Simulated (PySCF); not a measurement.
Species: C₈H₁₀F₂O₂S.
SMILES: `C#C[C@@]1(F)CCC[C@](F)(OC)[S@@]1=O`

The closed-shell ground state was solved at several levels (PySCF, density fitting, gas phase, non-relativistic). The structure is a single PBE0-D3(BJ)/def2-SVP conformer in the gas phase; no vibrational or solvent corrections.

```csv
level,basis functions,total energy (Eh),HOMO (eV),LUMO (eV),gap (eV),dipole (D)
B97-2/pcSseg-1,278,-1058.7780,-6.66,-0.67,5.99,3.79
PBE0/pcSseg-1,278,-1058.1256,-6.91,-0.63,6.28,3.81
```

Question: Estimate the row for B3LYP/def2-SVPD, a basis of 359 functions; the other rows only guide the guess.

Answer: Total energy -1058.5093 Eh, HOMO -6.84 eV, LUMO -0.98 eV, gap 5.86 eV, dipole 3.78 D.

Question: Over all these levels, which gives the widest orbital gap and which the narrowest?

Answer: PBE0/pcSseg-1 (global hybrid, 25 % exact exchange) has the widest, 6.28 eV, and B3LYP/def2-SVPD (global hybrid, 20 % exact exchange) the narrowest, 5.86 eV. Functional and basis both differ between the two, so the spread mixes both effects.

Question: How far do the dipole and the HOMO energy spread over the levels?

Answer: The dipole runs from 3.78 to 3.81 D (mean 3.80 D) and the HOMO from -6.91 to -6.66 eV.
